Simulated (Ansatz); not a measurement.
Problem. Name a neutral molecule of B, C, O, Se and H with size of the dipole moment (PBE/def2-TZVPP) between 0.25 and 0.55 D and HOMO energy (B3LYP/def2-TZVPP) between -6.70 and -6.40 eV (Ansatz, PBE0-D4/def2-TZVP geometry).

Solution. `OB1CC[Se]1` (0.37 D, -6.51 eV). Other molecules can fit too; these were computed, each in one conformer that needn't be the lowest.

B3LYP here is the variant with VWN-RPA as its local correlation; programs differ in this.
